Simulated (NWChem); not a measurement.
Molecule: GaF3; SMILES [F][Ga]([F])[F]

```xyz
4

Ga     0.0000     0.0000     0.0000
F     -1.6673     0.4514     0.0000
F      1.2246     1.2183     0.0000
F      0.4427    -1.6697     0.0000
```
Atoms are numbered in this order, from 1.

STO-3G and 3-21G are far too small for this property and stand as cheap habits. Structure relaxed at the PBE0/def2-SVP level.

Q: Give the principal values of the shielding tensors (ppm) of Ga1, F2 from Hartree-Fock/STO-3G, GIAO (NWChem), with their diamagnetic and paramagnetic parts as GIAO splits them.

A: 
```csv
atom,σ11,σ22,σ33,isotropic,diamagnetic,paramagnetic
Ga1,1057.7,1057.7,1816.2,1310.5,2614.6,-1304.1
F2,369.8,414.7,753.7,512.7,453.2,59.5
```
